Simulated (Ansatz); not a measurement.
Species: TeCl₂, net charge -1, doublet state. 
Coordinates optimised at B3LYP-D3(BJ)/def2-TZVP (Ansatz, a quantum-chemistry and plane-wave program):
```xyz
3

Te     0.0000     0.0000     0.0000
Cl     0.0000     0.0000     2.6095
Cl     0.0000     0.0000    -2.6095
```
Charge -1, spin multiplicity 2.

Basis-set convergence of Hartree-Fock and CCSD correlation energies (hartree) with Ansatz. Cores are frozen in the correlated levels unless marked. Open shells are spin-unrestricted. No spin-orbit coupling. Frozen are the shells of the preceding noble gas and the d and f shells that filled before the atom's block. In def2 rows, elements after Kr have scalar-relativistic effective core potentials.

```tsv
basis	functions	E(HF)	E(corr, CCSD)
def2-SVPD	89	-1185.83625	-0.42410
def2-TZVPPD	161	…	…
```

Task: Complete the blanks.

Result: 
- def2-TZVPPD, E(HF): -1186.14068
- def2-TZVPPD, E(corr, CCSD): -0.55379
